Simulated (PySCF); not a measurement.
Atoms are numbered as in `[F:1][c:2]1[cH:3][c:4]([F:5])[cH:6][c:7]([F:8])[cH:9]1` (H(Xn): hydrogen on atom n).

- coordinates at the PBE0-D3(BJ)/def2-TZVP level
- shielding tensors at B97-2/pcSseg-2 (GIAO)
- run in PySCF
- non-relativistic, single conformer, isolated molecule, fast rotation and ring inversion assumed for equivalent nuclei

Predict the 2D correlation tables (HSQC, COSY, HMBC).

Answers



HSQC (one-bond C–H):
```
                      δH                δC
6.71 (H(C3)/H(C6)/H(C9))  104.3 (C3/C6/C9)
```

HMBC (two and three bonds, from the bond graph):
```
                      δH                                  δC
6.71 (H(C3)/H(C6)/H(C9))  174.5 (C2/C4/C7), 104.3 (C3/C6/C9)
```

No COSY cross peaks are expected.

Scale: TMS for 1H, 13C (reference shieldings calculated alike).

Shifts are as computed. Against solution values, carbons near 30 ppm lie about +3 ppm off and those near 130 ppm about +7 ppm. Of 1211 compounds with measured shifts, 218 miss one by over three times the rms of a fit or turn the order of signals round; such compounds aren't used in these exercises.
